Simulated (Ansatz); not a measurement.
Consider the ligand exchange at a Ga–O bond: `[NH2][Ga]([F])[O][SiH3]` + NH₃ → `[NH2][Ga]([NH2])[F]` + `O[SiH3]`.

Computed with Ansatz on PBE0-D4/def2-TZVP structures; ΔE is electronic, products minus reactants. CBS: MP2 limit from def2 TZ/QZ plus the TZ coupled-cluster correction, frozen cores. This one scheme is used for every species. Functionals use def2-TZVPP. For Ga outer-core shells are correlated without core-valence functions, which leaves a few kJ/mol of doubt a bond. Scalar relativity is left out up to krypton. One conformer a species, not always the lowest.

`[NH2][Ga]([F])[O][SiH3]`:

Cartesian coordinates in Å:
```
N -1.801 -1.521 1.153
Ga -0.319 -0.964 0.314
F 0.963 -2.097 -0.049
O -0.019 0.719 -0.110
Si 1.178 1.608 -0.782
H -2.617 -0.937 1.215
H -2.017 -2.500 1.231
H 1.482 1.142 -2.162
H 2.424 1.530 0.028
H 0.725 3.022 -0.838
```

NH₃:

```xyz
4

N     0.098    0.014    0.264
H    -0.432   -0.834    0.103
H    -0.514    0.792    0.051
H     0.847    0.029   -0.418
```

`[NH2][Ga]([NH2])[F]`:

Cartesian coordinates in Å:
```
N 0.310 1.253 1.043
Ga -0.466 0.007 -0.010
N 0.315 -1.262 -1.029
F -2.224 0.035 -0.048
H -0.251 1.742 1.719
H 1.264 1.164 1.349
H 1.284 -1.204 -1.295
H -0.232 -1.735 -1.730
```

`O[SiH3]`:

```xyz
6

O    -0.562   -0.267    1.120
Si    0.112    0.237   -0.296
H    -0.486   -1.194    1.347
H     1.581   -0.007   -0.323
H    -0.158    1.690   -0.380
H    -0.488   -0.458   -1.468
```

| level | ΔE (kcal/mol) |
| --- | --- |
| BLYP | 8.1 |
| HF/def2-SVP | 11.9 |

(1) What does CCSD(T)/CBS give? (Best estimate.)

Largest T1 diagnostic among the species: 0.013.

Results:

(1) The calculation gave: +8.2 kcal/mol. The listed levels differ from it by -0.1, 3.7 kcal/mol.

In def2-TZVPP, CCSD(T) changes the Hartree–Fock value by −1.1 kcal/mol (the triples alone add +0.0 kcal/mol) and MP2 by −1.3 kcal/mol. From BLYP to BHLYP (50 % exact exchange), in def2-TZVPP and without D4, ΔE moves by +0.8 kcal/mol.
